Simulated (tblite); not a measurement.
Species: C6H13OPSi.
Z-matrix (Å and degrees, GFN2-xTB geometry), rows numbered from 1:
```
C 
C   1  1.3240
P   2  1.8226  1  125.51
C   3  1.8741  2   99.70  1    50.15
C   4  1.5285  3   91.19  2    79.61
O   5  1.4038  4  112.02  3   142.90
C   6  1.4031  5  114.11  4   171.24
C   5  1.5460  4   96.92  3    20.46
Si  8  1.8972  3  120.80  2    44.71
H   1  1.0786  2  122.00  3   175.10
H   1  1.0781  2  122.03  3    -5.32
H   2  1.0849  1  120.22  3  -171.87
H   4  1.0877  3  118.14  2   -41.53
H   4  1.0903  3  110.17  2  -168.44
H   5  1.1023  4  110.67  3   -94.11
H   7  1.0885  6  106.49  5  -177.54
H   7  1.0966  6  111.63  5    63.00
H   7  1.0975  6  111.11  5   -58.36
H   8  1.0958  3  105.52  2   170.40
H   9  1.4639  8  109.47  3    36.23
H   9  1.4653  8  109.37  3   156.21
H   9  1.4660  8  109.02  3   -84.25
```

Method: GFN2-xTB as coded in tblite; computed harmonic values from a numerical Hessian at the method's own geometry, unscaled. The method is semi-empirical: single wavenumbers can be off by several per cent or more. Modes of hydrogen on silicon can be 10 to 20 % off. One conformer, not necessarily the lowest.

Harmonic wavenumbers (cm⁻¹): 51.4, 60.7, 90.9, 129.5, 147.6, 157.7, 186.7, 218.5, 254.2, 289.7, 352.6, 376.4, 419.8, 504.3, 522.5, 544.3, 582.4, 666.6, 698.7, 731.4, 779.8, 784.5, 789.1, 799.6, 866.7, 889.4, 945.9, 995.9, 1003.5, 1015.4, 1049.6, 1073.2, 1101.3, 1116.7, 1132.7, 1153.7, 1162.9, 1205.5, 1243.1, 1279.9, 1332.3, 1399.4, 1405.4, 1429.3, 1467.6, 1486.9, 1650.7, 2244.9, 2250.0, 2263.2, 2831.9, 2894.0, 2914.5, 2919.5, 2989.4, 2995.9, 3012.1, 3022.6, 3082.7, 3104.9.

A = 1454, B = 914.5, C = 702.3 MHz; mass 160.047 u (most abundant isotopes); point group C1, symmetry number 1.

Task: What is the zero-point energy?

Result: Half the sum of the wavenumbers: 37036 cm⁻¹ = 105.89 kcal/mol.

Task: Give the ideal-gas entropy at 500 K and 1 bar in the rigid-rotor, harmonic-oscillator model (classical rotation).

Result: Translation 43.71, rotation 31.76, vibration 62.55: S = 138.0 cal/(mol K).

Task: And Cp and H(500 K) − H(0)?

Result: Cp = 68.60 cal/(mol K), of which vibrations give 60.65 (their classical limit is 60 R = 119.2); H(500 K) − H(0) = 20.01 kcal/mol without the zero-point energy, 16.04 from vibrations.

Task: Blend soft modes into free rotors: weight 1/[1 + (100 cm⁻¹/ν̃)⁴] for the oscillator and the rest for a rotor with moment μB/(μ + B), μ = h/(8π²ν), B = 10⁻⁴⁴ kg m². What vibrational entropy results?

Result: 58.31 cal/(mol K) in place of 62.55, which changes −T·S at 500 K by +2.12 kcal/mol.

Task: Which modes carry the vibrational entropy at 500 K?

Result: 51.4 cm⁻¹: 5.79; 60.7 cm⁻¹: 5.46; 90.9 cm⁻¹: 4.66; 129.5 cm⁻¹: 3.96; 147.6 cm⁻¹: 3.70; 157.7 cm⁻¹: 3.57 cal/(mol K); the other 54 give 35.41 together.

Hindered rotation and anharmonicity are outside this model. Other conformers, if any are populated, would add a mixing term that is left out. The structure is chiral; the term R ln 2 for an equal mix with its mirror image is left out.
